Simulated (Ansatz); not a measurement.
# Ligand exchange: Sn(CH3)4 + Mo(OH)2O2 → Sn(CH3)3(OH) + Mo(CH3)(OH)O2

Gas-phase species: Sn(CH3)4 (tetramethyltin), singlet; Mo(OH)2O2 (molybdic acid), singlet; Sn(CH3)3(OH), singlet; Mo(CH3)(OH)O2, singlet. The partners trade CH3 for OH: Sn–CH3 and Mo–OH bonds give way to Sn–OH and Mo–CH3.

Shapes, held fixed at every level: PBE0-D4/def2-TZVP. Flexible molecules stand in one conformer, not always the lowest. Programs: Ansatz 0.2.0. Electronic energies: no zero-point or thermal term.

```csv
level,kind,ΔE (kJ/mol)
HF/def2-SVP,Hartree–Fock,+51.3
HF/def2-TZVPP,Hartree–Fock,+43.3
B3LYP-D4/def2-TZVPP,global hybrid,+51.6
PBE0-D4/def2-TZVPP,global hybrid,+53.9
wB97M-V/def2-TZVPP,range-separated hybrid,+50.5
MP2/def2-SVP,perturbation theory,+60.9
MP2/def2-TZVPP,perturbation theory,+54.4
```

MP2/def2-TZVPP gives ΔE = +54.4 kJ/mol; the levels span +43.3 to +60.9. The median of the levels is +51.6. No measured value is set beside it here. For atoms past krypton def2 sets carry core potentials with scalar relativity. Outer-core shells of Mo, Sn are correlated, in sets that cover them unevenly.
